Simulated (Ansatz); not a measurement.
Geometry optimisation, Ansatz, UKS PBE-D4/def2-SVP.

The input (input.yaml):

```yaml
crystal:
  periodic: [false, false, false]
  atoms:
    - { symbol: Sn, position_ang: [-1.2774, 0.663, 0.244] }
    - { symbol: H, position_ang: [-0.6833, -0.5486, -1.5473] }
    - { symbol: O, position_ang: [0.0249, -0.6795, 1.0161] }
    - { symbol: C, position_ang: [0.8485, -0.6792, 0.0608] }
    - { symbol: H, position_ang: [0.189, -0.7797, -1.1685] }
    - { symbol: H, position_ang: [-1.8906, 1.4873, 1.7377] }
    - { symbol: H, position_ang: [-0.0917, 1.9512, -0.1507] }
    - { symbol: H, position_ang: [1.4147, -1.6137, -0.0611] }
    - { symbol: H, position_ang: [1.4659, 0.1992, -0.131] }
magnetization:
  spin_polarized: true
basis:
  gaussian: { orbitals: def2-SVP }
hamiltonian:
  xc: pbe
  dispersion: d4
relax:
  f_tol: 0.15
  max_steps: 25
  restrain:
    - { distance: [4, 1], at: 1.92, k: 30.0 }
    - { distance: [0, 3], at: 3.45, k: 30.0 }
    - { distance: [0, 1], at: 1.7, k: 30.0 }
    - { distance: [4, 3], at: 1.07, k: 30.0 }
output:
  orbitals: {}
```

Launched with:

```bash
$ ansatz run input.yaml --threads 2 --pin off --max-ram 3072MiB --backend cpu --events-out ev --progress --plain --runs-dir out
```

Problem. Where does it end, and by what steps?

Solution. The forces met the threshold. The restraints hold the end off the free minimum. After 10 steps the energy has fallen by 1.275 eV (the restraints' own energy left out); H9 moved furthest, 1.24 Å. Parted: Sn1–C4. Joined: Sn1–H2, C4–H5.

| step | energy less start (eV) | largest force component (eV/Å) | accepted |
| --- | --- | --- | --- |
| 0 | 0.0000 | 3.736 | yes |
| 1 | -0.2229 | 3.114 | yes |
| 2 | 0.1305 | 4.676 | yes |
| 3 | 0.3546 | 4.684 | yes |
| 4 | 0.0839 | 3.759 | yes |
| 5 | -0.2687 | 3.649 | yes |
| 6 | -0.6188 | 3.370 | yes |
| 7 | -0.8923 | 3.230 | yes |
| 8 | -1.1099 | 2.946 | yes |
| 9 | -1.2331 | 2.789 | yes |
| 10 | -1.2751 | 2.555 | yes |

```xyz
9
Properties=species:S:1:pos:R:3
Sn -1.279 1.140 0.232
H -1.089 0.052 -1.086
O 0.604 -0.012 0.738
C 1.213 -1.040 -0.154
H 0.493 -1.096 -0.991
H -2.492 0.872 1.426
H -0.943 2.812 -0.021
H 1.281 -2.012 0.380
H 2.212 -0.715 -0.524
```

Run time: 14 s on 2 threads of INTEL(R) XEON(R) PLATINUM 8581C CPU @ 2.30GHz (Emerald Rapids), with other jobs on the host, peak memory 0.18 GiB.
